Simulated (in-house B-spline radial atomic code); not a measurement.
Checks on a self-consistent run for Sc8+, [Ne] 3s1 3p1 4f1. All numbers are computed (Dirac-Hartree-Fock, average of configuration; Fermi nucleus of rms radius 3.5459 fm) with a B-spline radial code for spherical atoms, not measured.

| orbital | q | ε (Eh) | <1/r> | <r²> | small-component weight |
| --- | --- | --- | --- | --- | --- |
| 1s1/2 | 2 | -173.94336 | 20.7844 | 0.00715402 | 0.0056527 |
| 2s1/2 | 2 | -25.85732 | 4.3725 | 0.134722 | 0.00099492 |
| 2p1/2 | 2 | -22.44557 | 4.27461 | 0.111799 | 0.00096057 |
| 2p3/2 | 4 | -22.26732 | 4.22714 | 0.113465 | 0.0009519 |
| 3s1/2 | 1 | -7.75280 | 1.50914 | 0.989113 | 0.00026191 |
| 3p1/2 | 0.33333 | -6.87953 | 1.44156 | 1.03084 | 0.00024554 |
| 3p3/2 | 0.66667 | -6.85046 | 1.43257 | 1.0395 | 0.00024425 |
| 4f5/2 | 0.42857 | -2.57931 | 0.586723 | 4.16438 | 7.3336e-05 |
| 4f7/2 | 0.57143 | -2.57906 | 0.586598 | 4.16566 | 7.3327e-05 |

Electron-electron repulsion V_ee = 185.5302 hartree.

Task: What total energy follows from the eigenvalues?

Result: The eigenvalues count the repulsion twice, so E = Σqε - V_ee = -550.754 - 185.530 = -736.284 hartree; the run printed -736.284.

Task: Does the Dirac virial theorem hold?

Result: For a point nucleus E = -2c²Σq·w, with w the small-component weight. Here Σq·w = 0.019604 and c = 137.0360, so the ratio E/(-2c²Σq·w) is 1.000004; the finite nucleus accounts for the departure from 1.

Task: What diamagnetic shielding (Lamb formula) and susceptibility (Langevin formula) do the radii give?

Result: σ = (α²/3)Σq<1/r> = 79.3029/(3·137.036²) = 1407.7 ppm, and χ = -0.79199×10⁻⁶·Σq<r²> = -5.664×10⁻⁶ cm³/mol with Σq<r²> = 7.152 bohr². Both are non-relativistic formulas without the paramagnetism of open shells.
